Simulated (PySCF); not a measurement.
Computed with PBE0 in PySCF with As def2-SVP, I def2-SVP with ECP28; scalar-relativistic core potentials, no spin–orbit coupling; density-fitted integrals.

```xyz
4
charge 0 multiplicity 1, angstrom
As    0.0000   -0.9505   -0.1006
I     0.0007   -0.0544    2.3038
I     1.9887    0.3082   -1.1228
I    -1.9894    0.3081   -1.1216
```

AsI3 (singlet), along the line from As1 (at 0) through I2 (at 2.566 Å). Core electrons replaced by a potential are absent, the electrostatic potential uses the reduced nuclear charge, and values within about 0.7 Å of such atoms have no physical meaning.

Task: Tabulate the fields along this line at -0.90, -0.64, -0.38, -0.13, 0.26, 0.51, 0.77, 1.03, 1.28, 1.54, 1.80, 3.46, 3.72, 3.98 Å.

Result: 
```tsv
distance (Å)	electron density (e/Å³)	electron localisation function	electrostatic potential (V)
-0.90	0.552	0.42	20.2
-0.64	1.75	0.182	50.1
-0.38	21	0.72	168
-0.13	277	0.414	1640
0.26	70.7	0.718	435
0.51	5.43	0.402	86.7
0.77	0.908	0.203	32.6
1.03	0.57	0.596	15.4
1.28	0.535	0.704	11.9
1.54	0.702	0.499	19.6
1.80	1.51	0.204	46.1
3.46	0.854	0.349	28.3
3.72	0.352	0.613	11.9
3.98	0.141	0.588	5.46
```

On a grid of 0.13 Å the density has a local minimum along the bond near 1.15 Å from As, at 0.53 e/Å³, where the ELF is 0.69.
